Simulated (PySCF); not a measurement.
PySCF was given this input:
```python
from pyscf import gto, scf, mp

mol = gto.Mole()
mol.atom = '''
    C    -0.652257   -0.040606    0.002958
    C     0.652257    0.040606   -0.002958
    H    -1.330139    0.738756    0.372842
    H    -1.231558   -0.898233   -0.361223
    H     1.336772   -0.811258    0.094558
    H     1.224925    0.970735   -0.106177
'''
mol.basis = '6-31g**'
mol.charge = 1
mol.spin = 1
mol.verbose = 3
mol.build()

mf = scf.UHF(mol)
mf.kernel()

pt = mp.MP2(mf, frozen=2)
pt.kernel()
print('E(MP2) = %.10f' % pt.e_tot)
```

Task: Estimate the nuclear repulsion energy that MP2/6-31G** (PySCF) returns for this input.

Result: 33.4354 Eh

Task: Estimate the total energy that MP2/6-31G** returns for this input.

Result: -77.931987 Ha

Task: What MP2 correlation energy does MP2/6-31G** give?

Result: -0.2270 Eh

These values belong to the state on which the SCF converged, which isn't shown to be the lowest.
